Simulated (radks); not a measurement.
Problem. Coherent X-ray form factor from a spherical all-electron density. All-electron calculation, scalar-relativistic Kohn-Sham, exchange-only LDA, spin-polarised, spherical densities, point nucleus. Program: a radial shooting solver on a logarithmic mesh with Libxc functionals.

sin(theta)/lambda (1/angstrom),f0 (electrons)
0.05,61.964
0.1,59.355
0.15,56.047
0.2,52.572
0.25,49.148
0.3,45.892
0.4,40.143
0.5,35.429
0.6,31.510
0.8,25.332
1,20.972
1.25,17.489
1.5,15.202
2,11.577

The species is in the configuration that NIST lists as its ground one. Which atom or ion scatters so?

Solution. The gadolinium ion Gd+, [Xe] 4f7 5d1 6s1. Extrapolating in s^2 from the first two rows gives f0(0) = 62.8, near the electron count 63; among species with that count, the fall with angle is slower the higher Z, and the table is that of Z = 64; from so few rows the species is fixed only to a neighbour or two.
